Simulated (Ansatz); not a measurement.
```yaml
crystal:
  periodic: [false, false, false]
  atoms:
    - {symbol: As, position_ang: [0.212692, 0.052501, -1.364508]}
    - {symbol: As, position_ang: [-1.260727, 0.407575, 0.392879]}
    - {symbol: Sb, position_ang: [1.048035, -0.460076, 0.971629]}
basis:
  gaussian: {orbitals: def2-TZVPP}
total_charge: 1
magnetization: {spin_polarized: true, initial_magnetization: 0}
hamiltonian: {xc: {name: B3LYP5}}
scf: {lower_state_search: light}
output: {forces: true}
```

```sh
$ ansatz run in.yaml --threads 4 --pin off --events-out ev --progress --plain --max-ram 3916MiB
```

Shortened log:

```
Functional definition: B3LYP5
1115 factors; integrals over basis functions are off by at most 9.9e-4 eV
mean field evaluation 1: about -128206.6153 eV, gradient 2.1e1 eV
mean field evaluation 2: about -128198.5714 eV, gradient 4.1e1 eV
mean field evaluation 4: about -128209.0587 eV, gradient 2.9e0 eV
mean field evaluation 8: about -128209.1693 eV, gradient 1.2e-1 eV
mean field evaluation 16: about -128209.1694 eV, gradient 3.0e-5 eV
mean field -128209.16942759 eV, -4711.6000731677 hartree, gradient 3.0e-5 eV, S^2 0.000000; 1 other end points of the search recorded, 0 dependent functions left out
reference -128209.16962701 eV, -4711.6000804961 hartree; 44, 44 occupied and 102, 102 virtual orbitals, 1115 factors
Total energy: -128209.16962701 eV, -4711.6000804961 hartree
Atom 0 at     0.212692     0.052501    -1.364508 Å, force     0.081648     0.005970    -0.371950 eV/Å
Atom 1 at    -1.260727     0.407575     0.392879 Å, force    -0.340510     0.107680     0.131835 eV/Å
Atom 2 at     1.048035    -0.460076     0.971629 Å, force     0.258863    -0.113650     0.240115 eV/Å
Dipole moment:     0.095644    -0.041987     0.088676 e Å
```

Hardware: 4 threads of Arm Neoverse V2 on a shared host. Wall time 5.5 s.

In the def2 sets Sb takes a core potential; there is no spin–orbit coupling.

The dipole of an ion depends on the origin.
